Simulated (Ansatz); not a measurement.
HI, charge -1, doublet, at the geometry of the source list (a state made from the parent by changing its charge; the spin is typed, not shown lowest) (all electrons, no relativity) (a gas-phase anion, which may not be bound at this level); PBE/3-21G (Ansatz, a quantum-chemistry and plane-wave program).

Input for Ansatz:
Ansatz 0.2 input:
```yaml
crystal:
  periodic: [false, false, false]
  atoms:
    - {symbol: I, position_ang: [0.78500000, 0.00000000, 0.00000000]}
    - {symbol: H, position_ang: [-0.78500000, 0.00000000, 0.00000000]}
basis:
  gaussian:
    orbitals: 3-21G.json
hamiltonian:
  xc: pbe
total_charge: -1
magnetization: {spin_polarized: true, initial_magnetization: 1}
```
The basis file holds 3-21G in the JSON format of the Basis Set Exchange.

Task: Write the output that Ansatz gives for this input, abridged.

Result: 
```
Functional definition: PBE
424 factors; integrals over basis functions are off by at most 2.4e-4 eV
mean field evaluation 1: about -187497.7982 eV, gradient 1.1e1 eV
mean field evaluation 2: about -187498.0989 eV, gradient 7.1e0 eV
mean field evaluation 4: about -187498.4487 eV, gradient 8.2e-2 eV
mean field evaluation 8: about -187498.4350 eV, gradient 1.1e-3 eV
mean field -187498.43500434 eV, -6890.4403954057 hartree, gradient 1.6e-5 eV, S^2 0.750461; 0 other end points of the search recorded, 0 dependent functions left out
reference -187498.43502361 eV, -6890.4403961138 hartree; 28, 27 occupied and 7, 8 virtual orbitals, 424 factors
Total energy: -187498.43502361 eV, -6890.4403961138 hartree
```
